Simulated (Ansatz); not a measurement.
Relaxation of Hf₂S₂⁺ with UKS r2SCAN-D4/def2-SVP.

```sh
$ ansatz run in.yaml --threads 4 --pin off --events-out ev --progress --plain --max-ram 3916MiB
```

```yaml
crystal:
  periodic: [false, false, false]
  atoms:
    - {symbol: Hf, position_ang: [0.780260, 1.001970, -0.706240]}
    - {symbol: Hf, position_ang: [-0.761260, -1.011470, 0.712730]}
    - {symbol: S, position_ang: [0.043100, 1.103190, 1.611610]}
    - {symbol: S, position_ang: [-0.062100, -1.093690, -1.618100]}
basis:
  gaussian: {orbitals: def2-SVP}
total_charge: 1
magnetization: {spin_polarized: true, initial_magnetization: 1}
hamiltonian: {xc: r2scan, dispersion: d4}
scf: {omitted_lower_state_checks: [starts]}
output: {orbitals: {seedname: orbitals}}
relax: {f_tol: 0.02, max_steps: 100}
```

It took 3.6 min on 4 threads of Arm Neoverse V1 on a shared host.

Positions (Å) and forces (eV/Å) at steps 1, 2, 3, 4, 5, 6, 7, 8, 9, 10, 11 of 11:

```xyz
4
step=1 energy=-24271.8756 eV
Hf    0.780    1.002   -0.706   -0.099   -0.181    0.113
Hf   -0.761   -1.011    0.713    0.243    0.273   -0.200
S     0.043    1.103    1.612   -0.096   -0.527   -0.661
S    -0.062   -1.094   -1.618   -0.048    0.436    0.748
4
step=2 energy=-24271.9200 eV
Hf    0.825    1.041   -0.735    0.036   -0.063    0.049
Hf   -0.779   -1.052    0.741    0.047   -0.055    0.043
S     0.026    1.038    1.516   -0.033    0.229    0.204
S    -0.072   -1.027   -1.522   -0.050   -0.111   -0.296
4
step=3 energy=-24271.9351 eV
Hf    0.814    1.017   -0.718    0.102   -0.014    0.007
Hf   -0.758   -1.036    0.729    0.053   -0.082    0.054
S     0.023    1.063    1.543   -0.076    0.089    0.030
S    -0.078   -1.044   -1.554   -0.080    0.007   -0.091
4
step=4 energy=-24271.9452 eV
Hf    0.827    1.003   -0.709    0.124   -0.078    0.047
Hf   -0.738   -1.041    0.732    0.147   -0.049    0.027
S     0.006    1.080    1.547   -0.138    0.019   -0.103
S    -0.095   -1.041   -1.571   -0.133    0.108    0.028
4
step=5 energy=-24272.1778 eV
Hf    0.982    0.900   -0.644   -0.272   -0.637    0.436
Hf   -0.557   -1.115    0.776    0.606    0.573   -0.415
S    -0.162    1.161    1.483   -0.186   -0.356   -0.583
S    -0.263   -0.946   -1.615   -0.147    0.421    0.561
4
step=6 energy=-24272.3358 eV
Hf    0.998    0.809   -0.583    0.429   -0.062    0.028
Hf   -0.449   -1.085    0.752    0.268   -0.227    0.144
S    -0.224    1.178    1.445   -0.350    0.127   -0.113
S    -0.324   -0.903   -1.615   -0.348    0.163   -0.059
4
step=7 energy=-24272.4148 eV
Hf    1.083    0.766   -0.556   -0.349   -0.267    0.191
Hf   -0.359   -1.095    0.756    0.139   -0.227    0.151
S    -0.314    1.177    1.390    0.104    0.225   -0.203
S    -0.411   -0.849   -1.589    0.107    0.269   -0.139
4
step=8 energy=-24272.4385 eV
Hf    1.084    0.724   -0.528   -0.138   -0.034    0.027
Hf   -0.312   -1.108    0.764   -0.013   -0.100    0.068
S    -0.338    1.195    1.357    0.076    0.074   -0.037
S    -0.434   -0.811   -1.593    0.076    0.059   -0.058
4
step=9 energy=-24272.4407 eV
Hf    1.070    0.723   -0.527   -0.035   -0.065    0.045
Hf   -0.317   -1.113    0.767    0.056    0.034   -0.025
S    -0.328    1.202    1.360   -0.010    0.016   -0.008
S    -0.425   -0.812   -1.600   -0.010    0.014   -0.011
4
step=10 energy=-24272.4405 eV rejected
Hf    1.066    0.712   -0.519    0.080    0.106   -0.074
Hf   -0.308   -1.114    0.768   -0.082   -0.060    0.043
S    -0.331    1.208    1.357    0.001   -0.037   -0.005
S    -0.427   -0.807   -1.606    0.002   -0.009    0.036
4
step=11 energy=-24272.4413 eV
Hf    1.070    0.719   -0.523   -0.014   -0.015    0.010
Hf   -0.312   -1.114    0.768    0.011   -0.005    0.003
S    -0.331    1.204    1.357    0.002    0.014   -0.001
S    -0.427   -0.808   -1.601    0.002    0.006   -0.012
```

In the def2 sets Hf takes a core potential; there is no spin–orbit coupling. No other spin state of charge 1 was run. The structure comes from a short search, and lower isomers may exist.
